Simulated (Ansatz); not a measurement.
The same path of C2H2I (5 atoms, charge 0, multiplicity 2) was run twice with different band settings.

Computed with Ansatz 0.2.0, UKS PBE0/def2-SVP.

Relaxed end points:

```xyz
5
Properties=species:S:1:pos:R:3
C -0.748 -0.619 -0.285
C -0.007 0.430 -0.134
I 1.856 0.356 0.954
H -0.848 -1.678 -0.066
H -0.203 1.438 -0.510
```

```xyz
5
Properties=species:S:1:pos:R:3
C -0.443 -0.861 -0.047
C 0.114 0.311 -0.034
I 1.970 0.663 0.939
H -1.311 -1.411 -0.401
H -0.279 1.224 -0.498
```

Common settings: movable images 9; climbing image yes; spring 5.0 eV/Å²; optimiser quadratic models (default); start path through a guess of the saddle point; end points relaxed.

| run | force threshold | iteration limit |
| --- | --- | --- |
| 1 | 0.05 eV/Å | 46 |
| 2 | 0.5 eV/Å | 51 |

Question: What does each run give, and how far can it be trusted?

Answer: Run 1: converged after 23 iterations, highest image 0.138 eV above the first end. A vibrational analysis at the climbing image gives one clearly imaginary mode, 417i cm⁻¹: a first-order saddle point.
Run 2: converged after 13 iterations, highest image 0.139 eV above the first end. The threshold of 0.5 eV/Å is loose, so the images may lie well off the minimum-energy path. Another band between the same ends (9 images) ends at a top of the same energy, where a vibrational analysis finds 1 clearly imaginary mode.
